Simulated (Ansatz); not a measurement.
Geometry optimisation, Ansatz, RHF/def2-SVP.

input.yaml

```yaml
crystal:
  periodic: [false, false, false]
  atoms:
    - { symbol: Zn, position_ang: [-0.5502, -0.779, 0.303] }
    - { symbol: "N", position_ang: [0.6765, 0.8786, -0.6095] }
    - { symbol: O, position_ang: [-0.6184, -1.8378, 1.7071] }
    - { symbol: H, position_ang: [-0.5939, 0.909, -1.044] }
    - { symbol: H, position_ang: [-1.4707, 0.4584, -0.9958] }
    - { symbol: H, position_ang: [1.3661, 0.7619, -1.345] }
    - { symbol: H, position_ang: [0.9656, 1.7027, -0.0922] }
    - { symbol: H, position_ang: [0.2251, -2.0937, 2.0763] }
basis:
  gaussian: { orbitals: def2-SVP }
hamiltonian:
  xc: hf
relax:
  f_tol: 0.15
  max_steps: 25
  restrain:
    - { distance: [0, 4], at: 2.83, k: 30.0 }
    - { distance: [3, 1], at: 2.32, k: 30.0 }
    - { distance: [0, 1], at: 1.93, k: 30.0 }
    - { distance: [3, 4], at: 0.62, k: 30.0 }
```

Command:

```bash
$ ansatz run input.yaml --threads 1 --pin off --max-ram 2048MiB --backend cpu --events-out ev --progress --plain --runs-dir out
```

Q: Where does it end, and by what steps?

A: The forces met the threshold. The restraints hold the end off the free minimum. After 10 steps the energy has fallen by 1.462 eV (the restraints' own energy left out); Zn1 moved furthest, 0.85 Å. Joined: H4–H5.

| step | energy less start (eV) | largest force component (eV/Å) | accepted |
| --- | --- | --- | --- |
| 0 | 0.0000 | 2.594 | yes |
| 1 | 0.0803 | 3.383 | yes |
| 2 | -0.3012 | 4.296 | yes |
| 3 | -0.9645 | 3.984 | yes |
| 4 | -1.3133 | 1.694 | yes |
| 5 | -1.3843 | 2.270 | yes |
| 6 | -1.4139 | 2.296 | yes |
| 7 | -1.4180 | 2.285 | yes |
| 8 | -1.4447 | 2.261 | yes |
| 9 | -1.4679 | 2.073 | yes |
| 10 | -1.4625 | 2.062 | yes |

```xyz
8
Properties=species:S:1:pos:R:3
Zn 0.186 -0.435 0.567
N 0.909 0.987 -0.466
O -0.612 -1.714 1.516
H -1.300 0.711 -1.147
H -1.893 0.345 -1.191
H 1.349 0.747 -1.338
H 1.496 1.666 -0.013
H -0.136 -2.307 2.073
```

Whether the end is a true minimum wasn't checked by a vibrational analysis.

Run time: 12 s on 1 thread of Intel(R) Xeon(R) 6975P-C (Granite Rapids) (shared host), peak memory 0.15 GiB.
